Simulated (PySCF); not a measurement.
## Stationary points of VF₄⁺

All numbers come from PBE0 in PySCF with V def2-SVP, F def2-SVP; no relativity; density-fitted integrals.

Relaxations began from a few typed shapes. The search is not exhaustive: other isomers or separated fragments can lie lower, and high-lying points may rest on an excited occupation.

Which is the lowest minimum found?
A. singlet D4h: V–F 1.679 Å (×4); F–V–F 90.0° (×4), F–V–F 180.0° (×2)
B. singlet Td: V–F 1.632 Å (×4); F–V–F 109.5° (×6)
C. singlet Td: V–F 1.632 Å (×4); F–V–F 109.5° (×6)

B. The others lie at 0.2 (singlet Td), 330.8 (singlet D4h, a saddle point) kJ/mol above it.

Formally V is in oxidation state +5, d0. The polar-tensor charge on V, 2.63, is far below the formal one.

For the lowest minimum: stability towards spin polarisation was not tested.
